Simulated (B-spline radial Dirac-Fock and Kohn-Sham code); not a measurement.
Photoemission from Ar at 4550 eV, detector at θ = 30°, φ = 0°

System: the free argon atom in the configuration [Ne] 3s2 3p6. Calculated with a radial finite-basis atomic code, using Dirac-Hartree-Slater photoionisation with a Latter tail; cross sections with all multipoles, angular parameters from the dipole term and its interference with E2. Thresholds are tabulated edges, those marked * orbital energies of the model. For linearly polarised light dσ/dΩ = σ/(4π) [1 + β P₂(cos θ) + (δ + γ cos²θ) sin θ cos φ], with θ from the polarisation vector and φ the angle between the beam and the projection of the electron momentum on the plane normal to the polarisation. The dipole factor is 1 + βP₂ and the non-dipole term is the rest of the bracket. Open shells are filled statistically over j.

Input of the calculation (task.json; shells as n, l, electrons):

```json
{"items": [{
  "Z": 18,
  "q": 0,
  "cfg": [[1, 0, 2], [2, 0, 2], [2, 1, 6], [3, 0, 2], [3, 1, 6]],
  "A": 40,
  "rrms": 3.4274,
  "do": "xps",
  "hv": [100, 150, 182.0, 183.0, 192.0, 195.0, 268.0, 307.0, 319.0, 364.0, 456.0, 491.0, 600, 652.0, 800, 1100.0, 1250.0, 1253.6, 1480.0, 4510.0, 4550.0, 4640.0, 6000, 6170.0, 6690.0, 8047.8, 8680.0, 9251.7, 9460.0, 10600.0],
  "edges": {"K": 3205.9, "L1": 326.3, "L2": 250.6, "L3": 248.4}
}]}
```

Launch: `python xray2_run.py task.json out`

```
subshell  threshold (eV)  σ (kb)     β     γ      δ  dipole factor  non-dipole term  dσ/dΩ (kb/sr)
      1s          3205.9    33.0  2.00  0.59  0.000          2.250           +0.220           6.49
      2s           326.3    2.09  2.00  1.03  0.000          2.250           +0.384          0.438
   2p1/2           250.6   0.372  0.75  0.95  0.145          1.470           +0.430         0.0562
   2p3/2           248.4   0.714  0.74  0.95  0.146          1.466           +0.428          0.108
      3s          28.24*   0.230  2.00  1.06  0.000          2.250           +0.397         0.0485
   3p1/2          14.03*  0.0314  0.72  0.93  0.146          1.450           +0.423        0.00468
   3p3/2          13.84*  0.0602  0.71  0.93  0.146          1.444           +0.422        0.00894
```
